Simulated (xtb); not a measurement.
BeF$_{2}$ (SMILES [F][Be][F]), singlet, from a rough starting geometry (GFN-xTB shapes and energies of metal compounds can be far from the true ones); xtb with GFN2-xTB.

The xtb input:
```
$ xtb mol.xyz --gfn 2 --opt vtight --json

# file mol.xyz
3

Be     0.02389550     0.01758929    -0.05128696
F      1.21665131    -0.00351642    -0.57885791
F     -1.24216210     0.02633367     0.54020864
```

What the program printed (banner, timings and long lists left out):

```
   ID    Z sym.   atoms
    1    4 Be     1
    2    9 F      2, 3

           -------------------------------------------------
          |                Calculation Setup                |
           -------------------------------------------------

           -------------------------------------------------
          |                 G F N 2 - x T B                 |
           -------------------------------------------------

          ...................................................
          :                      SETUP                      :
          :.................................................:
          :  # basis functions                  12          :
          :  # atomic orbitals                  12          :
          :  # shells                            6          :
          :  # electrons                        16          :
          :  max. iterations                   250          :
          :  Hamiltonian                  GFN2-xTB          :
          :  restarted?                      false          :
          :  GBSA solvation                  false          :
          :  PC potential                    false          :
          :  electronic temp.          300.0000000     K    :
          :  accuracy                    1.0000000          :
          :  -> integral cutoff          0.2500000E+02      :
          :  -> integral neglect         0.1000000E-07      :
          :  -> SCF convergence          0.1000000E-05 Eh   :
          :  -> wf. convergence          0.1000000E-03 e    :
          :  Broyden damping             0.4000000          :
          :  net charge                          0          :
          :  unpaired electrons                  0          :
          ...................................................

 iter      E             dE          RMSdq      gap      omega  full diag
   1     -3.2654250 -0.326542E+01  0.287E+01    2.69       0.0  T
   2     -8.5050837 -0.523966E+01  0.203E+01   37.53       1.0  T
   3     -9.3253513 -0.820268E+00  0.114E+01   21.57       1.0  T
   4    -10.0705292 -0.745178E+00  0.116E+01   12.14       1.0  T
   5     -8.2053436  0.186519E+01  0.476E+01   48.12       1.0  T
   6    -10.3155083 -0.211016E+01  0.301E+00    8.06       1.0  T
   7    -10.1871476  0.128361E+00  0.365E+00    6.91       1.0  T
   8    -10.2197273 -0.325797E-01  0.401E+00   10.88       1.0  T
   9    -10.3174425 -0.977152E-01  0.106E+00    8.09       1.0  T
  10    -10.3256769 -0.823437E-02  0.180E-01    8.51       1.0  T
  11    -10.3255949  0.820097E-04  0.151E-01    8.64       1.0  T
  12    -10.3255603  0.345841E-04  0.149E-01    8.65       1.0  T
  13    -10.3257718 -0.211480E-03  0.326E-02    8.59       1.8  T
  14    -10.3257825 -0.107442E-04  0.468E-03    8.57      12.3  T
  15    -10.3257824  0.917637E-07  0.408E-03    8.57      14.2  T
  16    -10.3257825 -0.954231E-07  0.572E-04    8.57     101.0  T
  17    -10.3257825 -0.293715E-08  0.122E-04    8.57     473.4  T

   *** convergence criteria satisfied after 17 iterations ***

         :::::::::::::::::::::::::::::::::::::::::::::::::::::
         ::                     SUMMARY                     ::
         :::::::::::::::::::::::::::::::::::::::::::::::::::::
         :: total energy             -10.273392657910 Eh    ::
         :: gradient norm              0.085565488093 Eh/a0 ::
         :: HOMO-LUMO gap              8.568065864178 eV    ::
         ::.................................................::
         :: SCC energy               -10.325782520152 Eh    ::
         :: -> isotropic ES           -0.024013304588 Eh    ::
         :: -> anisotropic ES          0.002788610963 Eh    ::
         :: -> anisotropic XC         -0.003286514947 Eh    ::
         :: -> dispersion             -0.000434759168 Eh    ::
         :: repulsion energy           0.052389862242 Eh    ::
         :: add. restraining           0.000000000000 Eh    ::
[...]
 * total energy  :   -10.2733927 Eh     change       -0.1334328E-09 Eh
 * total energy  :   -10.2761430 Eh     change       -0.2750318E-02 Eh
 * total energy  :   -10.2767250 Eh     change       -0.5820327E-03 Eh
 * total energy  :   -10.2767432 Eh     change       -0.1822842E-04 Eh
 * total energy  :   -10.2767442 Eh     change       -0.9721836E-06 Eh
 * total energy  :   -10.2767455 Eh     change       -0.1316545E-05 Eh
 * total energy  :   -10.2767467 Eh     change       -0.1211342E-05 Eh
 * total energy  :   -10.2767470 Eh     change       -0.2419844E-06 Eh
 * total energy  :   -10.2767470 Eh     change       -0.2417158E-07 Eh
   *** GEOMETRY OPTIMIZATION CONVERGED AFTER 9 ITERATIONS ***
         :: total energy             -10.276747003872 Eh    ::
[...]
         :: HOMO-LUMO gap              8.435164960003 eV    ::
         ::.................................................::
         :: SCC energy               -10.319639945406 Eh    ::
         :: -> isotropic ES           -0.023157869195 Eh    ::
         :: -> anisotropic ES          0.002862279596 Eh    ::
         :: -> anisotropic XC         -0.003425027061 Eh    ::
         :: -> dispersion             -0.000433248521 Eh    ::
         :: repulsion energy           0.042892941535 Eh    ::
         :: add. restraining           0.000000000000 Eh    ::
         :: total charge               0.000000000000 e     ::
         :::::::::::::::::::::::::::::::::::::::::::::::::::::

           -------------------------------------------------
          |                Property Printout                |
           -------------------------------------------------

    * Orbital Energies and Occupations

         #    Occupation            Energy/Eh            Energy/eV
      -------------------------------------------------------------
         1        2.0000           -0.8165704             -22.2200
         2        2.0000           -0.8015127             -21.8103
         3        2.0000           -0.5343525             -14.5405
         4        2.0000           -0.5343525             -14.5405
         5        2.0000           -0.5297004             -14.4139
         6        2.0000           -0.5167063             -14.0603
         7        2.0000           -0.5113625             -13.9149
         8        2.0000           -0.5113625             -13.9149 (HOMO)
         9                         -0.2013759              -5.4797 (LUMO)
        10                         -0.2013759              -5.4797
        11                         -0.0430478              -1.1714
        12                          0.7878430              21.4383
      -------------------------------------------------------------
                  HL-Gap            0.3099866 Eh            8.4352 eV
             Fermi-level           -0.3563692 Eh           -9.6973 eV

     #   Z          covCN         q      C6AA      α(0)
     1   4 Be       1.336     0.711    26.548    14.251
     2   9 F        0.668    -0.356    12.997     4.256
     3   9 F        0.668    -0.356    12.997     4.256

 Mol. C6AA /au·bohr⁶  :        129.297889
 Mol. C8AA /au·bohr⁸  :       3474.063692
 Mol. α(0) /au        :         22.762208

Wiberg/Mayer (AO) data.
largest (>0.10) Wiberg bond orders for each atom

 ---------------------------------------------------------------------------
     #   Z sym  total        # sym  WBO       # sym  WBO       # sym  WBO
 ---------------------------------------------------------------------------
     1   4 Be   2.157 --     2 F    1.079     3 F    1.079
     2   9 F    1.128 --     1 Be   1.079
     3   9 F    1.128 --     1 Be   1.079
 ---------------------------------------------------------------------------

Topologies differ in total number of bonds
Writing topology from bond orders to xtbtopo.mol

molecular dipole:
                 x           y           z       tot (Debye)
 q only:        0.000      -0.000       0.000
   full:        0.000      -0.000       0.000       0.000
molecular quadrupole (traceless):
                xx          xy          yy          xz          yz          zz
 q only:       -3.538       0.072       2.382       2.695      -0.033       1.156
  q+dip:       -3.812       0.077       2.566       2.903      -0.035       1.246
   full:       -5.355       0.109       3.605       4.079      -0.050       1.750

optimized geometry written to: xtbopt.xyz

           -------------------------------------------------
          | TOTAL ENERGY              -10.276747003872 Eh   |
          | GRADIENT NORM               0.000003834917 Eh/α |
          | HOMO-LUMO GAP               8.435164960003 eV   |
           -------------------------------------------------
```
